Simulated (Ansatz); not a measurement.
A structure relaxed at PBE0-D4/def2-TZVP, charge 0, multiplicity 1:

```tsv
atom	x (Å)	y (Å)	z (Å)
Se1	-1.682	-1.277	-1.604
Al2	-0.151	-0.092	-0.340
Se3	1.308	1.285	-1.493
Se4	-0.157	-0.335	1.962
H5	-2.234	-1.905	-0.396
H6	1.944	1.730	-0.245
H7	0.971	0.594	2.116
```

Task: Give its formula and SMILES.

Result: AlH3Se3, `[SeH][Al]([SeH])[SeH]`.

Task: Point group (tolerance 0.08 Å, 0.16 Å for H)?

Result: Cs.

Task: Summarise the bond lengths by kind.

Result: 3 × Al–Se 2.312 to 2.315 Å; 3 × H–Se 1.469 to 1.470 Å.

Computed with Ansatz.
